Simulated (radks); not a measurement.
Spin polarisation of the 3d5 shell in neutral manganese. Start: [Ar] 3d(up 2.5, down 2.5) 4s2; electrons of 3d are moved from spin down to spin up, other shells keep equal spins. All-electron calculation, non-relativistic Kohn-Sham, r2SCAN, spin-polarised, spherical densities, point nucleus; meta-GGA in the generalised Kohn-Sham scheme. Program: a radial shooting solver on a logarithmic mesh with Libxc functionals.

\begin{tabular}{lrrrrr}
moment (Bohr magnetons) & E - E(0) (eV) & e(3d up) (eV) & e(3d down) (eV) & 4s down minus up (eV) & 3p down minus up (eV) \\ \hline
0 & 0.000 & -7.022 & -7.022 & 0.000 & 0.000 \\
1 & -0.303 & -7.590 & -6.377 & 0.196 & 1.340 \\
2 & -1.213 & -8.079 & -5.654 & 0.397 & 2.680 \\
3 & -2.728 & -8.484 & -4.849 & 0.612 & 4.018 \\
4 & -4.847 & -8.793 & -3.955 & 0.855 & 5.350 \\
5 & -7.561 & -8.972 & -2.961 & 1.148 & 6.661 \\
\end{tabular}

At moment 5 the spin-polarisation energy is -7.561 eV and the 3d exchange splitting 6.012 eV, that is 1.202 eV per Bohr magneton; E = -I m^2/4 would give I = 1.210 eV.
